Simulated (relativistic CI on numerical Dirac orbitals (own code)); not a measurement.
What each ingredient does to the levels of Bi XLIII

Base calculation: Dirac-Coulomb-Breit CI, KLI orbitals optimised for each configuration, model QED (radiative potential, 1s self-energy scaled to tabulated hydrogen-like ionisation energies), unscaled Slater integrals.

CI space (outside the closed core [Ar] 3d10): 4s2.4p6.4d5, 4s2.4p6.4d4.4f, 4s2.4p5.4d6, 4s.4p6.4d5.4f, 4p6.4d7, 4p5.4d8, 4s2.4p6.4d3.5s2, 4s2.4p6.4d2.4f.5s2, 4s.4p6.4d3.4f.5s2. Double excitations out of closed p, d and f shells are left out; levels of such configurations are missing from the list, as are those of other unlisted configurations, and high levels can miss mixing partners.

Variants: (1) configuration mixing switched off. Shifts of the energy above 4s2.4p6.4d5 4P_5/2, in cm⁻¹, for the lowest level and the first level of each name with at least 55 % of one term (blank where a level changes its place among those of its configuration and J or its character, or is not in the variant):

| Level | Base | Δ(1) |
| --- | --- | --- |
| 4s2.4p6.4d5 4P_5/2 | 0 | 0 |
| 4s2.4p6.4d5 2D_3/2 | 383898 | +524 |
| 4s2.4p6.4d5 4G_9/2 | 518318 | -565 |
| 4s2.4p6.4d5 4D_1/2 | 532795 | -545 |
| 4s2.4p6.4d5 2I_13/2 | 534428 | -584 |
| 4s2.4p6.4d5 2G_7/2 | 577712 | -581 |
| 4s2.4p6.4d5 4F_5/2 | 581422 | +111 |
| 4s2.4p6.4d5 2P_3/2 | 700574 | +191 |
| 4s2.4p5.4d6 4H°_13/2 | 2050568 | +19624 |

At this charge energies of transitions that change n are usually good to better than 1 %, and those within a shell (Δn = 0) to a few per cent.

Ionisation energy from the two ground configurations alone: base 2090.14 eV. The NIST ASD value (theoretical) is 2090 eV.

LS names give the leading component of a level, which can be under half, so a name can repeat, a term be missing and a line seem to break the LS rules.
